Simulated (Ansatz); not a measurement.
This geometry of C$_{2}$H$_{8}$ClNSi (13 atoms, charge 0, multiplicity 1) is a first-order saddle point.

Computed with Ansatz, RKS PBE-D4/def2-SVP.

```xyz
13
Properties=species:S:1:pos:R:3
C -1.582 -0.640 0.433
N -0.207 -0.633 0.929
C 0.847 -0.484 -0.062
Si 1.145 1.319 -0.584
Cl -0.528 2.117 -1.560
H -2.088 -1.614 0.612
H -1.616 -0.454 -0.661
H -2.207 0.150 0.908
H -0.029 -1.451 1.516
H 1.820 -0.777 0.397
H 0.743 -1.128 -0.978
H 2.297 1.382 -1.551
H 1.425 2.177 0.615
```

Problem. Which two structures does it join? (They come from a converged band through this point; their orientation in space is the band's.)

Solution. No bond is made or broken. The dihedral H6–C1–N2–C3 goes from 56 to 177°. The two ends are copies of one structure, up to a mirror image or an exchange of like atoms.

First end point:

```xyz
13
Properties=species:S:1:pos:R:3
C -1.576 -0.605 0.473
N -0.224 -0.543 1.006
C 0.823 -0.479 -0.005
Si 1.148 1.266 -0.682
Cl -0.432 1.978 -1.862
H -1.754 -1.451 -0.244
H -1.818 0.331 -0.071
H -2.301 -0.703 1.306
H -0.060 -1.353 1.614
H 1.799 -0.743 0.465
H 0.696 -1.195 -0.864
H 2.367 1.221 -1.564
H 1.353 2.240 0.440
```

Last end point:

```xyz
13
Properties=species:S:1:pos:R:3
C -1.564 -0.658 0.444
N -0.201 -0.638 0.952
C 0.824 -0.471 -0.070
Si 1.131 1.333 -0.577
Cl -0.479 2.152 -1.642
H -2.271 -0.838 1.279
H -1.754 -1.436 -0.344
H -1.821 0.322 -0.005
H -0.021 -1.500 1.478
H 1.810 -0.776 0.351
H 0.680 -1.100 -0.992
H 2.326 1.383 -1.490
H 1.361 2.192 0.632
```

Problem. How far does it lie above each of them?

Solution. 0.129 eV above the first and 0.129 eV above the second. This is the barrier of this one path; another mechanism may lie lower.

Time of the run: 2.1 min on 2 threads of Arm Neoverse V2, with other jobs on the host, peak memory 0.16 GiB.
